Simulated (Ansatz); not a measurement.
Relaxation of ClF₃Hf (5 atoms, charge 0, multiplicity 1), to a largest force component of 0.02 eV/Å in at most 40 steps.

Computed with Ansatz, RKS B3LYP-D4/def2-SVP.

```xyz
5
Properties=species:S:1:pos:R:3
Hf 0.000 0.000 0.000
F 0.000 0.000 1.980
Cl 2.376 0.000 -0.839
F -0.933 1.616 -0.659
F -0.933 -1.616 -0.659
```

Q: Where does it end, and by what steps?

A: The run converged. After 3 steps the energy has fallen by 0.426 eV; Cl3 moved furthest, 0.14 Å.

```
step  energy less start (eV)  largest force component (eV/Å)  accepted
   0                  0.0000                           2.071       yes
   1                 -0.3408                           1.701       yes
   2                 -0.4260                           0.083       yes
   3                 -0.4263                           0.012       yes
```

```xyz
5
Properties=species:S:1:pos:R:3
Hf 0.026 0.000 -0.009
F 0.009 0.000 1.898
Cl 2.248 0.000 -0.794
F -0.886 1.552 -0.636
F -0.886 -1.552 -0.636
```

Whether the end is a true minimum wasn't checked by a vibrational analysis.

The run took 25 s on 1 thread of Arm Neoverse V2, with other jobs on the host, peak memory 0.19 GiB.
